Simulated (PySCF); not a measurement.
Worked example: entropy of an ideal gas

Mg(NH2)2 (H4MgN2), SMILES [NH2][Mg][NH2].

Geometry: B3LYP-D3(BJ)/def2-TZVP. One conformer was computed; it need not be the lowest.

B3LYP-D3(BJ)/def2-TZVP (PySCF) gives the harmonic wavenumbers 139, 139, 179, 298, 298, 535, 535, 550, 810, 1561, 1564, 3542, 3542, 3617, 3617 cm⁻¹ and the rotational temperatures 9.0941, 0.1919, 0.1919 K. The molar mass is 56.35 g/mol, the symmetry number 4, the spin multiplicity 1.

Work out the entropy at 298.15 K and 1 atm in the rigid-rotor, harmonic-oscillator model.


Translation (Sackur–Tetrode at 1 atm): S = R[1.5 ln M + 2.5 ln T − 1.16487] = 159.0 J/(mol K).
Rotation: q = (√π/σ) T^1.5/√(θA θB θC) = 3940, S = R[ln q + 3/2] = 81.3 J/(mol K).
Vibration: with u = 1.4388 ν/T, each mode gives R[u/(e^u − 1) − ln(1 − e^−u)]:
| ν (cm⁻¹) | modes | u | S (J/(mol K)) |
|---|---|---|---|
| 139 | 2 | 0.67 | 23.58 |
| 179 | 1 | 0.86 | 9.79 |
| 298 | 2 | 1.44 | 11.95 |
| 535 | 2 | 2.58 | 4.82 |
| 550 | 1 | 2.65 | 2.28 |
| 810 | 1 | 3.91 | 0.83 |
| 1561 | 1 | 7.53 | 0.04 |
| 1564 | 1 | 7.55 | 0.04 |
The stiffer modes add less than 0.005 each. Sum 53.3 J/(mol K).
Spin: R ln 1 = 0.0 J/(mol K).
Total 293.7 J/(mol K); the program's own thermochemistry gives 293.7. Translation makes up 54 % and vibration 18 %. Anharmonicity, hindered rotation and orbital degeneracy are left out.
